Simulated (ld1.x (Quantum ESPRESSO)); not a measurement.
## Configuration tests for oxygen (O) (ultrasoft)

| Property | Result |
| --- | --- |
| Element | O (Z = 8) |
| Generator | ld1.x (Quantum ESPRESSO) 7.5 |
| Type | ultrasoft |
| Functional | PBE |
| Relativity | scalar-relativistic |
| Frozen core | [He] |
| Valence charge | 6 |
| Reference configuration | 2s2 2p4 |
| Partial waves | 2s (bound): rcut 0.60, rcutus 0.85 bohr; 2s channel at 0.2 Ry: rcut 0.60, rcutus 0.85 bohr; 2p (bound): rcut 0.90, rcutus 1.10 bohr; 2p channel at 2.2 Ry: rcut 0.90, rcutus 1.10 bohr |
| Local potential | all-electron potential smoothed inside 0.70 bohr (lloc = -2) |
| Core correction | a·sin(br)/r model core inside 0.55 bohr |
| Augmentation charge | built from norm-conserving waves at rcut, not smoothed further |

Energies are relative to the spin-unpolarised reference configuration 2s2 2p4; without spin polarisation the order of configurations can differ from experiment.

| valence configuration | charge | ΔE all-electron (eV) | error AE − PS (meV) |
| --- | --- | --- | --- |
| 2s2 2p3 | +1 | 16.431 | +1.2 |
| 2s2 2p2 | +2 | 50.017 | +18 |
| 2s2 2p1 | +3 | 103.886 | +93 |
| 2s0 2p6 | 0 | 29.937 | +67 |
| 2s2 2p4.3 | -0.3 | -2.123 | +0.3 |

**Question.** What are ΔE and the potential's error for 2s2 2p3.5?

**Answer.** ΔE = 6.286 eV all-electron; the error (AE − PS) is -0.1 meV.

**Question.** What are ΔE and the potential's error for 2s2 2p0?

**Answer.** ΔE = 180.791 eV all-electron; the error (AE − PS) is +367 meV.

Levels in the configuration 2s0 2p6:

| level | all-electron (eV) | pseudo (eV) |
| --- | --- | --- |
| 2p | -9.845 | -9.848 |
